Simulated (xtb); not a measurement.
Cl₄Nb (SMILES [Cl][Nb+]([Cl])([Cl])[Cl]), charge +1, singlet, from a rough starting geometry (GFN-xTB shapes and energies of metal compounds can be far from the true ones) (the multiplicity is a formal guess); GFN2-xTB run with xtb.

xtb was given this input:
```
$ xtb mol.xyz --gfn 2 --chrg 1 --opt vtight --json

# file mol.xyz
5

Nb     0.09702041     0.01968231     0.00132501
Cl     1.78586549    -0.59221849    -1.10609462
Cl     0.58421270     0.46757443     2.09716931
Cl    -0.91215354     1.76483431    -0.89933484
Cl    -1.40208984    -1.67629897     0.08247536
```

What the program printed (banner, timings and long lists left out):

```
   ID    Z sym.   atoms
    1   41 Nb     1
    2   17 Cl     2-5

           -------------------------------------------------
          |                Calculation Setup                |
           -------------------------------------------------

           -------------------------------------------------
          |                 G F N 2 - x T B                 |
           -------------------------------------------------

          ...................................................
          :                      SETUP                      :
          :.................................................:
          :  # basis functions                  50          :
          :  # atomic orbitals                  45          :
          :  # shells                           15          :
          :  # electrons                        32          :
          :  max. iterations                   250          :
          :  Hamiltonian                  GFN2-xTB          :
          :  restarted?                      false          :
          :  GBSA solvation                  false          :
          :  PC potential                    false          :
          :  electronic temp.          300.0000000     K    :
          :  accuracy                    1.0000000          :
          :  -> integral cutoff          0.2500000E+02      :
          :  -> integral neglect         0.1000000E-07      :
          :  -> SCF convergence          0.1000000E-05 Eh   :
          :  -> wf. convergence          0.1000000E-03 e    :
          :  Broyden damping             0.4000000          :
          :  net charge                          1          :
          :  unpaired electrons                  0          :
          ...................................................

 iter      E             dE          RMSdq      gap      omega  full diag
   1      2.0939450  0.209395E+01  0.414E+01    0.97       0.0  T
   2     -9.0896270 -0.111836E+02  0.337E+01   12.57       1.0  T
   3    -13.1696716 -0.408004E+01  0.239E+01   11.67       1.0  T
   4    -18.9497497 -0.578008E+01  0.108E+01    4.23       1.0  T
   5    -15.4385998  0.351115E+01  0.192E+01    8.84       1.0  T
   6    -15.9853075 -0.546708E+00  0.177E+01    8.03       1.0  T
   7     -2.4325876  0.135527E+02  0.407E+01    0.93       1.0  T
   8     -8.5146979 -0.608211E+01  0.333E+01    1.07       1.0  T
   9     -7.7160151  0.798683E+00  0.336E+01    1.05       1.0  T
  10     -9.4734259 -0.175741E+01  0.308E+01    1.10       1.0  T
  11    -18.1781735 -0.870475E+01  0.183E+01    4.67       1.0  T
  12    -18.6546713 -0.476498E+00  0.956E+00    1.95       1.0  T
  13    -19.2544139 -0.599743E+00  0.664E+00    2.17       1.0  T
  14    -16.4604415  0.279397E+01  0.173E+01    1.58       1.0  T
  15    -19.7858860 -0.332544E+01  0.532E+00    3.13       1.0  T
  16    -19.6776384  0.108248E+00  0.336E+00    2.47       1.0  T
  17    -19.7642434 -0.866050E-01  0.492E+00    3.21       1.0  T
  18    -19.8144392 -0.501958E-01  0.384E+00    3.10       1.0  T
  19    -19.8524234 -0.379842E-01  0.239E+00    2.88       1.0  T
  20    -19.8524072  0.162766E-04  0.238E+00    2.89       1.0  T
  21    -19.7517557  0.100651E+00  0.370E+00    3.28       1.0  T
  22    -19.7728466 -0.210909E-01  0.304E+00    3.24       1.0  T
  23    -19.8447957 -0.719491E-01  0.119E+00    2.82       1.0  T
  24    -19.8347766  0.100191E-01  0.161E+00    2.79       1.0  T
  25    -19.8510558 -0.162791E-01  0.658E-01    2.88       1.0  T
  26    -19.8532514 -0.219564E-02  0.311E-01    2.90       1.0  T
  27    -19.8513106  0.194085E-02  0.548E-01    2.87       1.0  T
  28    -19.8496640  0.164656E-02  0.681E-01    2.86       1.0  T
  29    -19.8514472 -0.178323E-02  0.514E-01    2.87       1.0  T
  30    -19.8529403 -0.149309E-02  0.303E-01    2.89       1.0  T
  31    -19.8535931 -0.652778E-03  0.121E-01    2.91       1.0  T
  32    -19.8537367 -0.143563E-03  0.239E-02    2.92       1.9  T
[...]
         :: total energy             -19.825150031152 Eh    ::
 * total energy  :   -19.8251500 Eh     change        0.2633520E-09 Eh
 * total energy  :   -19.8284808 Eh     change       -0.3330785E-02 Eh
 * total energy  :   -19.8291153 Eh     change       -0.6345205E-03 Eh
 * total energy  :   -19.8292712 Eh     change       -0.1558896E-03 Eh
 * total energy  :   -19.8292913 Eh     change       -0.2012218E-04 Eh
 * total energy  :   -19.8292920 Eh     change       -0.6113304E-06 Eh
 * total energy  :   -19.8292958 Eh     change       -0.3888968E-05 Eh
 * total energy  :   -19.8292961 Eh     change       -0.2037482E-06 Eh
 * total energy  :   -19.8292963 Eh     change       -0.2796331E-06 Eh
 * total energy  :   -19.8292963 Eh     change        0.3681252E-07 Eh
 * total energy  :   -19.8292964 Eh     change       -0.6605451E-07 Eh
   *** GEOMETRY OPTIMIZATION CONVERGED AFTER 11 ITERATIONS ***
         :: total energy             -19.829296361093 Eh    ::
[...]
        11        2.0000           -0.6493723             -17.6703
        12        2.0000           -0.6493718             -17.6703
        13        2.0000           -0.6493712             -17.6703
        14        2.0000           -0.6379200             -17.3587
        15        2.0000           -0.6379192             -17.3587
        16        2.0000           -0.6379183             -17.3586 (HOMO)
        17                         -0.5194211             -14.1342 (LUMO)
        18                         -0.5194157             -14.1340
        19                         -0.4625251             -12.5859
        20                         -0.4625209             -12.5858
        21                         -0.4625091             -12.5855
        22                         -0.2003075              -5.4506
        23                         -0.1921159              -5.2277
        24                         -0.1921154              -5.2277
        25                         -0.1921150              -5.2277
        26                         -0.1917990              -5.2191
        27                         -0.1917985              -5.2191
       ...                                ...                  ...
        45                          0.6824723              18.5710
      -------------------------------------------------------------
                  HL-Gap            0.1184972 Eh            3.2245 eV
             Fermi-level           -0.5786697 Eh          -15.7464 eV

     #   Z          covCN         q      C6AA      α(0)
     1  41 Nb       3.073     0.220   366.389    40.411
     2  17 Cl       0.769     0.195    93.379    14.782
     3  17 Cl       0.769     0.195    93.379    14.782
     4  17 Cl       0.769     0.195    93.379    14.782
     5  17 Cl       0.769     0.195    93.379    14.782

 Mol. C6AA /au·bohr⁶  :       3297.927716
 Mol. C8AA /au·bohr⁸  :     215967.581602
 Mol. α(0) /au        :         99.538395

Wiberg/Mayer (AO) data.
largest (>0.10) Wiberg bond orders for each atom

 ---------------------------------------------------------------------------
     #   Z sym  total        # sym  WBO       # sym  WBO       # sym  WBO
 ---------------------------------------------------------------------------
     1  41 Nb   6.713 --     2 Cl   1.678     4 Cl   1.678     5 Cl   1.678
                             3 Cl   1.678
     2  17 Cl   2.009 --     1 Nb   1.678     5 Cl   0.110     3 Cl   0.110
                             4 Cl   0.110
     3  17 Cl   2.009 --     1 Nb   1.678     5 Cl   0.110     4 Cl   0.110
                             2 Cl   0.110
     4  17 Cl   2.009 --     1 Nb   1.678     3 Cl   0.110     2 Cl   0.110
                             5 Cl   0.110
     5  17 Cl   2.009 --     1 Nb   1.678     3 Cl   0.110     2 Cl   0.110
                             4 Cl   0.110
 ---------------------------------------------------------------------------

Topologies differ in total number of bonds
Writing topology from bond orders to xtbtopo.mol

molecular dipole:
                 x           y           z       tot (Debye)
 q only:        0.058      -0.006       0.066
   full:        0.058      -0.006       0.066       0.224
molecular quadrupole (traceless):
                xx          xy          yy          xz          yz          zz
 q only:        0.001      -0.001      -0.003       0.005      -0.001       0.003
  q+dip:        0.000      -0.001      -0.003       0.005      -0.001       0.003
   full:        0.000      -0.001      -0.003       0.005      -0.001       0.003

optimized geometry written to: xtbopt.xyz

           -------------------------------------------------
          | TOTAL ENERGY              -19.829296361093 Eh   |
          | GRADIENT NORM               0.000020226101 Eh/α |
          | HOMO-LUMO GAP               3.224471822295 eV   |
           -------------------------------------------------

normal termination of xtb
```
